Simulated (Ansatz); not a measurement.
BClFH3Si, SMILES `B[SiH](F)Cl`, relaxed with RKS PBE0-D4/def2-TZVP in Ansatz from a PBE-D4/def2-SVP geometry. The force threshold is 0.005 eV/Å; the program also tests the step.

The species carries charge 0 and has multiplicity 1.

Start:

```xyz
7

B    -0.863    0.141    0.745
Si    0.661    0.294   -0.471
F     2.202    0.262    0.077
Cl   -0.055   -1.717   -0.709
H    -1.976    0.364    0.315
H    -0.686   -0.283    1.866
H     0.717    0.938   -1.823
```

| step | energy (eV) | largest force (eV/Å) | largest move (Å) |
| --- | --- | --- | --- |
| 1 | -23835.2981 | 1.389 | 0.000 |
| 2 | -23835.3477 | 0.843 | 0.024 |
| 3 | -23835.3697 | 0.149 | 0.060 |
| 4 | -23835.3806 | 0.326 | 0.077 |
| 5 | -23835.3973 | 0.395 | 0.172 |
| 6 | -23835.4226 | 0.231 | 0.175 |
| 7 | -23835.4259 | 0.206 | 0.162 |
| 8 | -23835.4309 | 0.161 | 0.050 |
| 9 (rejected) | -23835.4304 | 0.173 | 0.029 |
| 10 | -23835.4325 | 0.034 | 0.012 |
| 11 | -23835.4326 | 0.019 | 0.004 |
| 12 | -23835.4327 | 0.011 | 0.015 |
| 13 | -23835.4327 | 0.006 | 0.007 |
| 14 | -23835.4327 | 0.005 | 0.005 |

End:

```xyz
7

B    -0.889    0.233    0.809
Si    0.602    0.059   -0.509
F     2.054    0.196    0.140
Cl    0.343   -1.889   -1.120
H    -1.987    0.512    0.432
H    -0.725   -0.030    1.962
H     0.601    0.919   -1.714
```

Hardware: 2 threads of an Arm Neoverse V2 on a shared host. Wall time 37 s, peak host memory 0.32 GiB.
